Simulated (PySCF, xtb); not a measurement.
BF3H3N, SMILES [NH3+][B-](F)(F)F.

GFN2-xTB (xtb) at its own geometry gives an orbital gap of 11.07 eV and a dipole moment of 7.01 D.

The structure is a stationary point at PBE-D3(BJ)/def2-SVP.

Task: What does CAM-B3LYP/def2-TZVP in PySCF give? (Estimate from the structure and the level; the computed values follow.)

Result: gap 12.33 eV (levels -11.85 and 0.48 eV), dipole 6.17 D.
